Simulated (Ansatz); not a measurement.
The cluster Zn4Br8⁻, relaxed as a doublet with UKS PBE-D4/def2-SVP in Ansatz, starting from the GFN1-xTB geometry. Force threshold 0.03 eV/Å.

Another isomer (doublet) lies 0.03 eV lower at PBE-D4/def2-SVP; other spin states weren't run for this one.

Start:

```xyz
12

Zn    1.133    1.408   -2.701
Zn   -2.030   -2.406    0.786
Zn    1.761   -0.062    1.557
Zn   -2.086    2.324    0.626
Br    1.935    1.541   -4.858
Br    0.141    1.743    2.031
Br   -0.905    2.401   -1.926
Br    0.275   -2.172    1.457
Br   -3.074   -4.450    0.566
Br   -3.107   -0.285    0.507
Br    3.632   -0.318    2.891
Br    2.325    0.276   -0.937
```

```json
{"step": "1", "energy (eV)": "-753857.9155", "largest force component (eV/Å)": "0.857", "SCF passes": "17"}
{"step": "2", "energy (eV)": "-753858.1741", "largest force component (eV/Å)": "0.360", "SCF passes": "19"}
{"step": "3", "energy (eV)": "-753858.2445", "largest force component (eV/Å)": "0.153", "SCF passes": "19"}
{"step": "4", "energy (eV)": "-753858.2513", "largest force component (eV/Å)": "0.042", "SCF passes": "19"}
{"step": "5 (rejected)", "energy (eV)": "-753858.2505", "largest force component (eV/Å)": "0.075", "SCF passes": "18"}
{"step": "6", "energy (eV)": "-753858.2546", "largest force component (eV/Å)": "0.017", "SCF passes": "18"}
{"step": "7", "energy (eV)": "-753858.2587", "largest force component (eV/Å)": "0.036", "SCF passes": "17"}
{"step": "8", "energy (eV)": "-753858.2669", "largest force component (eV/Å)": "0.078", "SCF passes": "18"}
{"step": "9", "energy (eV)": "-753858.2777", "largest force component (eV/Å)": "0.138", "SCF passes": "18"}
{"step": "10", "energy (eV)": "-753858.3000", "largest force component (eV/Å)": "0.148", "SCF passes": "18"}
{"step": "11", "energy (eV)": "-753858.3386", "largest force component (eV/Å)": "0.169", "SCF passes": "18"}
{"step": "13", "energy (eV)": "-753858.4003", "largest force component (eV/Å)": "0.100", "SCF passes": "19"}
{"step": "15", "energy (eV)": "-753858.4332", "largest force component (eV/Å)": "0.147", "SCF passes": "18"}
{"step": "17", "energy (eV)": "-753858.4930", "largest force component (eV/Å)": "0.204", "SCF passes": "18"}
{"step": "19", "energy (eV)": "-753858.5784", "largest force component (eV/Å)": "0.090", "SCF passes": "18"}
{"step": "21", "energy (eV)": "-753858.6116", "largest force component (eV/Å)": "0.088", "SCF passes": "19"}
{"step": "23", "energy (eV)": "-753858.6862", "largest force component (eV/Å)": "0.080", "SCF passes": "18"}
{"step": "25", "energy (eV)": "-753858.8443", "largest force component (eV/Å)": "0.163", "SCF passes": "19"}
{"step": "27", "energy (eV)": "-753858.9302", "largest force component (eV/Å)": "0.101", "SCF passes": "18"}
{"step": "29 (rejected)", "energy (eV)": "-753858.9206", "largest force component (eV/Å)": "0.186", "SCF passes": "19"}
{"step": "31", "energy (eV)": "-753858.9439", "largest force component (eV/Å)": "0.012", "SCF passes": "19"}
{"step": "33", "energy (eV)": "-753858.9455", "largest force component (eV/Å)": "0.016", "SCF passes": "20"}
```

Force components are those of the run's own axes.

End:

```xyz
12

Zn   -0.225    0.793   -2.106
Zn   -0.698   -1.896   -0.021
Zn    1.346   -0.049    1.986
Zn   -1.556    2.423    0.628
Br   -0.113    0.009   -4.274
Br    0.350    2.154    2.326
Br   -0.122    3.125   -1.454
Br   -0.514   -1.679    2.418
Br   -1.100   -3.886   -1.107
Br   -2.240    0.050   -0.664
Br    3.438   -0.512    2.870
Br    1.433   -0.532   -0.602
```

Bonds formed: Zn1–Br10, Zn2–Br12 (atoms count from 1).

The force fell under the threshold at step 6, but the optimiser went on and released 0.691 eV more. No frequencies were taken in this run, so the end may be a saddle point.

It took 3.3 min on 2 threads of AMD EPYC 7R13 on a shared host and a share (18 GiB) of an NVIDIA H100 80GB HBM3, peak host memory 1.1 GiB.
